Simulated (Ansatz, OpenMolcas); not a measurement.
## Worked example: the enthalpy of formation of GaClF (SMILES [F][Ga][Cl])

The species is GaClF (3 atoms), meant as a doublet with charge 0. As SMILES, `[F][Ga][Cl]`. The coordinates come from a PBE0-D4/def2-TZVP relaxation.

```xyz
3

F    -1.4211    0.2959   -0.7548
Ga    0.0664    0.6496    0.1122
Cl    1.3439   -1.0103    0.6293
```

Total energies at UBHLYP/cc-pVTZ (OpenMolcas 26.06); the atoms run unrestricted:

```tsv
species	state	energy (Eh)
GaClF	doublet	-2484.999788
F	doublet	-99.737784
Ga	doublet	-1924.823704
Cl	doublet	-460.164448
```

Harmonic wavenumbers at UPBE0-D4/def2-TZVP, in cm⁻¹: 147, 396, 661.

Measured heats of formation of the gaseous atoms at 298.15 K, in kJ/mol: F 79.4, Ga 272.0, Cl 121.3. Spin-orbit lowering of the atoms at 298 K (mean of the ground term's levels less their thermal mean, from spectra), in kJ/mol: F 1.29, Ga 6.24, Cl 3.44. Take 1 Eh = 2625.50 kJ/mol, 1 cm⁻¹ = 0.0119627 kJ/mol, RT = 2.479 kJ/mol.

Question: What heat of formation follows?

Answer: 
1. Electronic atomisation energy: (-99.737784) + (-1924.823704) + (-460.164448) − (-2484.999788) = 0.273852 Eh = 719.0 kJ/mol.
2. Zero-point energy: half the sum of the wavenumbers, 602 cm⁻¹ = 7.2 kJ/mol.
3. Thermal vibrational enthalpy, Σ hcν̃/(exp(hcν̃/kT) − 1): 2.9 kJ/mol. Translation, rotation and pV of a non-linear molecule: 4 RT = 9.9 kJ/mol.
4. The 3 free atoms carry 5/2 RT each: 18.6 kJ/mol.
5. Spin-orbit coupling lowers the free atoms by 1.29 + 6.24 + 3.44 = 11.0 kJ/mol.
6. Atomisation enthalpy at 298 K: 719.0 − 11.0 − 7.2 − 2.9 − 9.9 + 18.6 = 706.6 kJ/mol.
7. Sum of the atoms' heats of formation: 472.7 kJ/mol. Heat of formation: 472.7 − 706.6 = -233.9 kJ/mol.

No measured value is set beside it here. Hybrids with much exact exchange underbind. Relativity is left out. Anharmonicity and any spin-orbit splitting of the molecule are left out.
